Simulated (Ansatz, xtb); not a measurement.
C4H3Cl2FO: which of two isomers lies lower

Structure I is `C[C@](F)(Cl)C(Cl)=C=O`, a singlet and structure II is `O=C=C[C@](F)(Cl)CCl`, a singlet. Both are isolated molecules in the gas phase, relaxed with r2SCAN-D4/def2-SVP; the shapes shown needn't be the lowest conformers.

I (Å):

```xyz
11

C    -0.8990   -0.2155   -0.1062
C    -0.2973    0.2338    1.2015
C     1.1657    0.5525    1.1492
C     2.0127   -0.0222    1.9990
Cl   -1.2213    1.6978    1.7984
Cl    1.7668    1.7379    0.0342
F    -0.4441   -0.7535    2.1447
O     2.7678   -0.5346    2.7195
H    -1.9728   -0.4021    0.0310
H    -0.7603    0.5587   -0.8719
H    -0.3966   -1.1407   -0.4270
```

II (Å):

```yaml
atoms:
  - { symbol: C, position_ang: [-1.3212, -1.3288, 1.9364] }
  - { symbol: C, position_ang: [-1.1464, -0.1780, 1.3067] }
  - { symbol: C, position_ang: [0.1289, 0.5771, 1.4351] }
  - { symbol: C, position_ang: [0.7332, 1.0278, 0.1081] }
  - { symbol: Cl, position_ang: [-0.0866, 2.0505, 2.4985] }
  - { symbol: Cl, position_ang: [-0.3928, 2.0142, -0.8552] }
  - { symbol: F, position_ang: [1.0749, -0.2141, 2.0340] }
  - { symbol: O, position_ang: [-1.4781, -2.3493, 2.4690] }
  - { symbol: H, position_ang: [-1.9707, 0.2464, 0.7277] }
  - { symbol: H, position_ang: [1.6380, 1.6183, 0.3080] }
  - { symbol: H, position_ang: [0.9873, 0.1283, -0.4712] }
```

**Question.** Estimate E(II) − E(I) at the level CCSD(T)/def2-SVP + ΔMP2/def2-TZVPP.

**Answer.** Calculated at CCSD(T)/def2-SVP + ΔMP2/def2-TZVPP: E(II) − E(I) = −18.6 kJ/mol, so structure II lies lower.

Level by level:

| level | geometry | E(II) − E(I) (kJ/mol) | departure from the last row (kJ/mol) | job, with rough time for the two |
| --- | --- | --- | --- | --- |
| GFN2-xTB | GFN2-xTB | +2.9 | +21.5 | optimisation, 0.36 s |
| HF/STO-3G | GFN2-xTB | +0.3 | +18.9 | single point, 0.44 s |
| r2SCAN-D4/def2-SVP//GFN2-xTB | GFN2-xTB | −17.0 | +1.6 | single point, 4.2 s |
| r2SCAN-D4/def2-SVP | r2SCAN-D4/def2-SVP | −16.3 | +2.3 | optimisation, 53 s |
| HF/def2-SVP | r2SCAN-D4/def2-SVP | −25.9 | −7.2 | part of the CCSD(T) run |
| MP2/def2-SVP | r2SCAN-D4/def2-SVP | −13.3 | +5.3 | part of the CCSD(T) run |
| CCSD(T)/def2-SVP | r2SCAN-D4/def2-SVP | −14.2 | +4.4 | single point |
| CCSD(T)/def2-SVP + ΔMP2/def2-TZVPP | r2SCAN-D4/def2-SVP | −18.6 |  | single point, 69 s |

As drawn, both hold the same kinds of bond in the same numbers. Structure I has 1 methyl group, II 0.

GFN2-xTB puts the two in the other order. HF/STO-3G finds them nearly level. The largest departure from CCSD(T)/def2-SVP + ΔMP2/def2-TZVPP is that of GFN2-xTB, 21.5 kJ/mol. The last row adds to CCSD(T) the change of the MP2 difference between the two basis sets, here −4.4 kJ/mol.

With thermal terms from frequencies at re-optimised GFN2-xTB minima (ideal gas, soft modes damped towards free rotors, one conformer each, 298.15 K, 1 atm): on the last row, ΔE + ΔZPE = −20.1, ΔH = −20.9, ΔG = −20.0 kJ/mol.

The correlated steps freeze 16 core orbitals. Codes used: Ansatz 0.2.0, xtb 6.7.1; the last row on 4 threads of Arm Neoverse V1 on a shared host.
